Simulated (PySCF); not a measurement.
Species: C₈H₁₁F₃O.
Atom-mapped SMILES: `[CH3:1][C@@H:2]1[C@@H:3]([C:4]([F:5])([F:6])[F:7])[C@H:8]2[CH2:9][CH2:10][C@@H:11]1[O:12]2` (hydrogens: H13, H14, H15 on C1; H16 on C2; H17 on C3; H18 on C8; H19, H20 on C9; H21, H22 on C10; H23 on C11)

Level of theory: PBE0-D3(BJ)/def2-SVP geometry optimisation, gas phase in PySCF 2.14.0.

What internal coordinates does the optimisation give?

```csv
bond,length (pm),order
C1–C2,151.9,single
C2–C3,155.2,single
C3–C4,150.5,single
"C4–F5, C4–F6, C4–F7",134.0,single
C3–C8,154.6,single
C8–C9,153.3,single
C9–C10,154.5,single
C10–C11,153.7,single
C11–O12,142.3,single
C2–C11,154.3,single
C8–O12,141.7,single
"C1–H13, C1–H14, C1–H15",110.1,single
C2–H16,110.1,single
C3–H17,110.1,single
C8–H18,109.7,single
C9–H19,109.9,single
C9–H20,109.7,single
C10–H21,109.9,single
C10–H22,109.9,single
C11–H23,109.8,single
```

Bonds in one row agree within 1 pm and their mean is given. Orders are formal, as drawn. A selection of angles:
```csv
angle,degrees
C2–C1–H13,111.3
C2–C1–H14,110.1
H13–C1–H14,108.2
C1–C2–C3,112.6
C1–C2–C11,113.1
C1–C2–H16,109.9
C3–C2–C11,99.5
C3–C2–H16,110.9
C11–C2–H16,110.6
C2–C3–C4,114.7
C2–C3–C8,101.9
C2–C3–H17,109.7
C4–C3–C8,117.8
C4–C3–H17,104.9
C8–C3–H17,107.5
C3–C4–F5,110.7
C3–C4–F7,113.4
F5–C4–F6,107.4
C3–C8–C9,112.4
C3–C8–O12,100.7
C3–C8–H18,113.9
C9–C8–O12,102.5
C9–C8–H18,115.3
O12–C8–H18,110.3
C8–C9–C10,100.7
C8–C9–H19,108.8
C8–C9–H20,113.9
C10–C9–H19,111.4
C10–C9–H20,113.9
H19–C9–H20,108.0
C9–C10–C11,101.0
C9–C10–H21,111.7
C9–C10–H22,113.1
C11–C10–H21,110.7
C11–C10–H22,112.3
H21–C10–H22,108.0
C10–C11–O12,103.1
C10–C11–H23,115.4
O12–C11–H23,109.8
C2–C11–C10,110.4
C2–C11–O12,102.6
C2–C11–H23,114.2
C8–O12–C11,96.9
```

Dihedral angles: C1–C2–C3–C4 111° (anticlinal); C2–C3–C4–F5 -71° (synclinal); C2–C3–C8–C9 -72° (synclinal); C3–C8–C9–C10 71° (synclinal); C8–C9–C10–C11 3° (synperiplanar); C9–C10–C11–O12 32° (synclinal); C10–C11–O12–C8 -56° (synclinal); C1–C2–C11–C10 -166° (antiperiplanar); C3–C8–O12–C11 -58° (synclinal).

The 5-membered ring C2–C3–C8–O12–C11 has internal angles of 96.9° to 102.6° (sum 502°, against 540° for a flat polygon); it is puckered, 0.25 Å rms from its mean plane, widest ring torsion 59°. The 8 C–C bonds span 1.505 Å (C3–C4, drawn single) to 1.552 Å (C2–C3, drawn single), a spread of 0.047 Å. O12 (cyclic ether oxygen) is bent (angle 96.9°). All 3 C–F bonds measure 1.339 to 1.342 Å. The 5-membered ring C8–C9–C10–C11–O12 has internal angles of 96.9° to 103.1° (sum 504°, against 540° for a flat polygon); it is puckered, 0.24 Å rms from its mean plane, widest ring torsion 58°. Of the pairs four or more bonds apart, F7···H20 is among the closest relative to their van der Waals radii: 2.34 Å, 88 % of the sum of Bondi's values.

Point group: C1 (no symmetry element, even within 0.4 Å). Stationary, but not proved a minimum.

The run took about 9 min of CPU time (one thread, shared machine). These figures are those of the optimisation.
